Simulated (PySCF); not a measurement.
F4Ti, SMILES [F][Ti-]([F])([F])[F] (connectivity only; charge and spin as stated), charge -1, multiplicity 2.

Coordinates come from a PBE-D3(BJ)/def2-SVPD optimisation. The spin state was assumed, not searched.

The numbers are results of CAM-B3LYP/def2-SVPD (PySCF), not measurements.

Isolated molecule, no solvent.

**Question.** Estimate the frontier levels, dipole moment and polarisability. (The exact figures need the calculation; the answer reports its results.)

**Answer.** 
```
Quantity                                                            Value
------------------------------------------------  -----------------------
α spin, highest occupied and lowest empty level         -2.27 and 4.24 eV
β spin, highest occupied and lowest empty level         -7.12 and 4.12 eV
dipole moment about the centre of nuclear charge                   0.00 D
mean static polarisability                           38.0 bohr³ (5.64 Å³)
polarisability, principal values                   36.4, 38.8, 38.8 bohr³
⟨S²⟩                                              0.751 (pure state 0.75)
```
